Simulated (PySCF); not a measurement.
## Zinc: a sound run and one with changed settings

Sound run: Zn [Ar] 3d10 4s2, Zn⁺ [Ar] 3d10 4s1. Calculation: PySCF 2.14, in cc-pVTZ-PP with ECP10MDF (5s5p4d2f1g, 63 functions); scalar relativity through the core potential. In the sound run the correlated levels freeze 3s2 3p6 outside the core potential. The sound run starts from symmetry-adapted Hartree-Fock orbitals and uses a fine grid where one is needed.

A second run was set up differently.

```tsv
species	method	sound run (hartree)	changed run (hartree)	converged
Zn	UHF	-225.96295	-225.96295	yes
Zn	BP86	-227.24501	-227.24501	yes
Zn	MN15	-227.51538	-227.51538	yes
Zn	MP2	-226.48386	-226.46793	yes
Zn⁺	UHF	-225.67613	-225.67613	yes
Zn⁺	BP86	-226.88776	-226.88776	yes
Zn⁺	MN15	-227.17500	-227.17500	yes
Zn⁺	MP2	-226.15142	-226.14049	yes
```

Ionisation energy of Zn:

| method | sound run (eV) | changed run (eV) |
| --- | --- | --- |
| UHF | 7.805 | 7.805 |
| BP86 | 9.721 | 9.721 |
| MN15 | 9.262 | 9.262 |
| MP2 | 9.046 | 8.910 |
| SCS-MP2 | 9.063 | 8.913 |

Task: What was changed?
A. too few SCF iterations
B. level shift left on
C. angular grid far too coarse
D. a valence shell is frozen

Result: B. It used initial guess 1e, at most 50 SCF cycles, level shift 0.1 hartree. A level shift leaves the converged SCF energy unchanged but raises the virtual orbital energies, which shrinks MP2 if it is not removed.
